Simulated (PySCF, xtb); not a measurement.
C₄H₉NSi, SMILES C=C1[SiH2]N[C@H]1C.

Harmonic wavenumbers (cm⁻¹) from GFN2-xTB run with xtb 6.7.1 at its own minimum, in rising order: 80, 183, 200, 272, 327, 374, 402, 482, 541, 591, 622, 672, 712, 811, 860, 902, 905, 946, 1029, 1090, 1097, 1140, 1201, 1287, 1312, 1394, 1420, 1489, 1494, 1744, 2196, 2248, 2856, 3016, 3032, 3037, 3051, 3096, 3480.

What does ωB97X-D3(BJ)/def2-SVP (PySCF 2.14.0) give at its own minimum? (Estimate from the structure and the level; the computed values follow.)

71, 203, 246, 276, 336, 385, 441, 565, 623, 644, 695, 735, 823, 836, 889, 941, 972, 1029, 1037, 1117, 1125, 1167, 1244, 1352, 1370, 1406, 1433, 1469, 1473, 1789, 2215, 2235, 3021, 3058, 3145, 3151, 3166, 3242, 3715. Paired by order, the mean absolute difference is 56 cm⁻¹ and the zero-point energies are 73.7 and 76.7 kcal/mol.
